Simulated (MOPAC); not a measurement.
MOPAC input (MNDO):

```
MNDO 1SCF GEO-OK AUX(PRECISION=9) THREADS=1
C2H11N3Si

C     2.29263600 1   -0.79574900 1    0.15765200 1
C     0.99140400 1   -0.94871500 1   -0.63956200 1
Si   -0.41401400 1    0.14181200 1   -0.03652300 1
N     0.14337200 1    1.76561300 1   -0.21832000 1
N    -1.81720400 1   -0.41987100 1   -0.86941200 1
N    -0.86237900 1    0.06588100 1    1.62050400 1
H     3.07891100 1   -1.45560600 1   -0.21619800 1
H     2.13482300 1   -1.03648000 1    1.21139700 1
H     2.66668900 1    0.22857600 1    0.11448100 1
H     1.17772100 1   -0.73568100 1   -1.69927800 1
H     0.64999000 1   -1.98775300 1   -0.60235300 1
H    -0.41656400 1    2.53677700 1    0.11053300 1
H     0.69012400 1    2.03277300 1   -1.02146000 1
H    -1.74355400 1   -0.77630700 1   -1.80898400 1
H    -2.71249500 1    0.01883200 1   -0.71884400 1
H    -1.39211500 1   -0.71391700 1    1.97329300 1
H    -0.28809200 1    0.48884100 1    2.33079200 1
```

From the output:

```
                                                       MOPAC v23.2.5 Linux

          FINAL HEAT OF FORMATION =        -72.25182 KCAL/MOL =    -302.30159 KJ/MOL

          COSMO AREA              =        146.36 SQUARE ANGSTROMS
          COSMO VOLUME            =        141.50 CUBIC ANGSTROMS

          IONIZATION POTENTIAL    =          9.690850 EV
          HOMO LUMO ENERGIES (EV) =         -9.691  2.417
          NO. OF FILLED LEVELS    =         19
          MOLECULAR WEIGHT        =        105.2145         POINT GROUP:  C1

          MOLECULAR DIMENSIONS (Angstroms)

            Atom       Atom       Distance
            H    15    H     7     5.99725
            H    16    H    13     4.43536
            H    14    H    17     3.99421

          SCF CALCULATIONS        =          1

   ATOM   CHEMICAL          X               Y               Z
  NUMBER   SYMBOL      (ANGSTROMS)     (ANGSTROMS)     (ANGSTROMS)

     1       C          2.29263600  *  -0.79574900  *   0.15765200  *
     2       C          0.99140400  *  -0.94871500  *  -0.63956200  *
     3      Si         -0.41401400  *   0.14181200  *  -0.03652300  *
     4       N          0.14337200  *   1.76561300  *  -0.21832000  *
     5       N         -1.81720400  *  -0.41987100  *  -0.86941200  *
     6       N         -0.86237900  *   0.06588100  *   1.62050400  *
     7       H          3.07891100  *  -1.45560600  *  -0.21619800  *
     8       H          2.13482300  *  -1.03648000  *   1.21139700  *
     9       H          2.66668900  *   0.22857600  *   0.11448100  *
    10       H          1.17772100  *  -0.73568100  *  -1.69927800  *
    11       H          0.64999000  *  -1.98775300  *  -0.60235300  *
    12       H         -0.41656400  *   2.53677700  *   0.11053300  *
    13       H          0.69012400  *   2.03277300  *  -1.02146000  *
    14       H         -1.74355400  *  -0.77630700  *  -1.80898400  *
    15       H         -2.71249500  *   0.01883200  *  -0.71884400  *
    16       H         -1.39211500  *  -0.71391700  *   1.97329300  *
    17       H         -0.28809200  *   0.48884100  *   2.33079200  *

                             CARTESIAN COORDINATES

   1    C        2.292636000    -0.795749000     0.157652000
   2    C        0.991404000    -0.948715000    -0.639562000
   3   Si       -0.414014000     0.141812000    -0.036523000
   4    N        0.143372000     1.765613000    -0.218320000
   5    N       -1.817204000    -0.419871000    -0.869412000
   6    N       -0.862379000     0.065881000     1.620504000
   7    H        3.078911000    -1.455606000    -0.216198000
   8    H        2.134823000    -1.036480000     1.211397000
   9    H        2.666689000     0.228576000     0.114481000
  10    H        1.177721000    -0.735681000    -1.699278000
  11    H        0.649990000    -1.987753000    -0.602353000
  12    H       -0.416564000     2.536777000     0.110533000
  13    H        0.690124000     2.032773000    -1.021460000
  14    H       -1.743554000    -0.776307000    -1.808984000
  15    H       -2.712495000     0.018832000    -0.718844000
  16    H       -1.392115000    -0.713917000     1.973293000
  17    H       -0.288092000     0.488841000     2.330792000

           Empirical Formula: C2 H11 N3 Si  =    17 atoms

      MOLECULAR POINT GROUP   :   C1

                  EIGENVALUES
 -36.77306 -32.97186 -31.05736 -30.72071 -24.61320 -17.09771 -16.85892 -16.63586
 -16.55524 -15.14261 -14.83484 -14.30352 -14.14055 -13.04175 -12.63297 -11.50680
 -10.43575  -9.80834  -9.69085   2.41734   2.80618   3.15951   3.24826   3.95232
   4.36913   4.61259   4.84039   5.72350   5.92653   5.94626   6.09724   6.26077
   6.54002   6.88914   6.97515

              NET ATOMIC CHARGES AND DIPOLE CONTRIBUTIONS

  ATOM NO.   TYPE          CHARGE      No. of ELECS.   s-Pop       p-Pop
    1          C           0.054857        3.9451     1.21059     2.73455
    2          C          -0.360994        4.3610     1.25806     3.10293
    3         Si           1.586279        2.4137     0.88764     1.52608
    4          N          -0.689535        5.6895     1.55749     4.13205
    5          N          -0.690361        5.6904     1.55688     4.13348
    6          N          -0.690880        5.6909     1.54027     4.15061
    7          H          -0.012246        1.0122     1.01225
    8          H          -0.016302        1.0163     1.01630
    9          H          -0.006850        1.0068     1.00685
   10          H           0.007135        0.9929     0.99287
   11          H           0.014817        0.9852     0.98518
   12          H           0.132257        0.8677     0.86774
   13          H           0.129355        0.8706     0.87065
   14          H           0.129897        0.8701     0.87010
   15          H           0.132211        0.8678     0.86779
   16          H           0.139842        0.8602     0.86016
   17          H           0.140519        0.8595     0.85948
 DIPOLE           X         Y         Z       TOTAL
 POINT-CHG.     0.018     0.087    -0.337     0.349
 HYBRID        -0.256     0.316    -0.654     0.770
 SUM           -0.238     0.403    -0.991     1.096

          ATOMIC ORBITAL ELECTRON POPULATIONS

     Atom    s        px        py        pz
    1  C   1.21059   0.91075   0.91611   0.90769
    2  C   1.25806   1.07823   1.04330   0.98140
    3 Si   0.88764   0.51253   0.50622   0.50734
    4  N   1.55749   1.49967   1.18512   1.44726
    5  N   1.55688   1.17663   1.68626   1.27058
    6  N   1.54027   1.52484   1.43927   1.18651
    7  H   1.01225
    8  H   1.01630
    9  H   1.00685
   10  H   0.99287
   11  H   0.98518
   12  H   0.86774
   13  H   0.87065
   14  H   0.87010
   15  H   0.86779
   16  H   0.86016
   17  H   0.85948

 **********************
 *                    *
 * JOB ENDED NORMALLY *
 *                    *
 **********************

 == MOPAC DONE ==
```

The geometry given is a B3LYP-D3(BJ)/def2-TZVP minimum.
